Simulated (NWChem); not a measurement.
Molecule: SiNH₅; SMILES N[SiH3]

```xyz
7

Si    -0.0081     0.5588     0.0000
N     -0.0430    -1.1795     0.0000
H     -0.7169     1.0254    -1.2211
H     -0.7169     1.0254     1.2211
H      1.3392     1.2117     0.0000
H      0.2685    -1.6706    -0.8303
H      0.2685    -1.6706     0.8303
```
Atoms are numbered in this order, from 1.

Results from NWChem. Pople sets run with spherical d functions. STO-3G and 3-21G are far too small for this property and stand as cheap habits. Geometry: optimised at B3LYP/6-31G* (spherical d). GIAO values for the isolated, static molecule; σ is the absolute isotropic shielding, δ = σ(reference) − σ with the isolated reference molecule computed at the same levels (1H: tetramethylsilane, 15N: ammonia, 29Si: tetramethylsilane).

```json
[
 {"level": "PBE/pcSseg-1", "δ Si1 (ppm)": "-58.8", "δ N2 (ppm)": "-0.1", "δ H3 (rotor mean) (ppm)": "4.86", "δ H6 (ppm)": "-0.38"},
 {"level": "B3LYP/IGLO-III", "δ Si1 (ppm)": "-61.5", "δ N2 (ppm)": "0.4", "δ H3 (rotor mean) (ppm)": "4.88", "δ H6 (ppm)": "-0.21"},
 {"level": "Hartree-Fock/STO-3G", "δ Si1 (ppm)": "-51.2", "δ N2 (ppm)": "-49.4", "δ H3 (rotor mean) (ppm)": "1.84", "δ H6 (ppm)": "-1.95"},
 {"level": "B3LYP/6-311G**", "δ Si1 (ppm)": "-57.6", "δ N2 (ppm)": "1.7", "δ H3 (rotor mean) (ppm)": "4.83", "δ H6 (ppm)": "-0.31"},
 {"level": "LDA (Slater exchange, VWN5)/pcSseg-1", "δ Si1 (ppm)": "[?]", "δ N2 (ppm)": "[?]", "δ H3 (rotor mean) (ppm)": "[?]", "δ H6 (ppm)": "-0.38"}
]
```

Problem. Some entries are withheld; supply them.

Solution. 
- LDA (Slater exchange, VWN5)/pcSseg-1, δ Si1 (ppm): -59.4
- LDA (Slater exchange, VWN5)/pcSseg-1, δ N2 (ppm): 1.2
- LDA (Slater exchange, VWN5)/pcSseg-1, δ H3 (rotor mean) (ppm): 5.07
